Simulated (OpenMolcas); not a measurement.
Hf²⁺: effect of the IPEA shift

* Program: OpenMolcas
* Basis: ANO-RCC-VTZP [8s7p5d3f2g1h]
* Scalar Hamiltonian: DKH2, point nucleus
* Active space: 2 electrons in 10 orbitals (5d 6d)
* State averaging: 2S+1 = 3 even, 10 roots; 2S+1 = 1 even, 15 roots
* Spin-orbit coupling: RASSI with atomic mean-field integrals over the reference wave functions, term energies averaged over their components

Methods on the same reference wave functions:
A. CASSCF
B. SS-CASPT2, IPEA 0 Eh, imaginary shift 0.1 Eh (closed shells correlated: 5s 5p)
C. SS-CASPT2, IPEA 0.25 Eh, imaginary shift 0.1 Eh (closed shells correlated: 5s 5p)

Energies in cm⁻¹ above 5d² ³F₂.

```csv
Level,A,B,C
5d² ³F₂,0.0,0.0,0.0
5d² ³F₃,3077,3110,3140
5d² ³F₄,6145,6140,6160
5d² ¹D₂ [55 %],10805,10010,9780
5d² ³P₀,10944,9630,9790
5d² ³P₁,12398,11160,11350
5d² ³P₂ [59 %],15688,14700,14640
5d² ¹G₄,16408,15150,15110
5d² ¹S₀,34245,30600,30030
```

Between B and C the level of the table that moves most is 5d² ¹S₀, by 570 cm-1 (lowest in C, highest in B). Moves below CASPT2's spread within the term are not significant.

From A to B the spin-free energies of the other terms of 5d² shown, above ³F, scale by factors of 0.86 to 0.92, as is usual when dynamic correlation screens the repulsion within a d or f shell.

The lowest spin-free term lies below A's lowest term by 0.213 hartree in B, 0.209 hartree in C.

Term energies are means over components that CASPT2 splits; among the terms shown or strongly mixed into the levels shown the widest spread is 590 cm-1 (5d² ³F, B). Active for correlation alone: 6d; no level in the range computed is led by a configuration that fills it, so any true level of that kind is missing. Without dynamic correlation excited terms often stand tens of per cent too high (terms of higher spin than the ground term too low), and those without a measured partner can miss by more than the paired ones (holds for A). Levels of configurations outside the active space are missing.

A share in square brackets marks a mixed level and gives the weight of the term that names it, the lowest over the columns.
